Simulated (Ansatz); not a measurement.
`[F][Ga]([F])[F]` at its PBE0-D4/def2-TZVP geometry, where that method's forces vanish. The species carries charge 0 and has multiplicity 1.

| atom | x (Å) | y (Å) | z (Å) |
| --- | --- | --- | --- |
| F1 | -0.921 | -0.693 | 1.282 |
| Ga2 | 0.000 | 0.000 | 0.000 |
| F3 | -0.679 | 0.124 | -1.580 |
| F4 | 1.600 | 0.569 | 0.298 |

(1) For each bond, give half the difference of the two atoms' forces along it (eV/Å; positive pushes the atoms apart) under PBE-D4, r2SCAN-D4, B3LYP-D4, ωB97M-V in def2-TZVPP. (Best estimate.)

Answers

(1) The calculation gave: 
```tsv
bond	length (Å)	PBE-D4	r2SCAN-D4	B3LYP-D4	ωB97M-V
F1–Ga2	1.724	0.33	0.01	0.15	0.06
Ga2–F3	1.724	0.33	0.01	0.15	0.06
Ga2–F4	1.724	0.33	0.01	0.15	0.06
```

B3LYP here is the variant with VWN-RPA as its local correlation; programs differ in this.

All numbers were calculated with Ansatz.
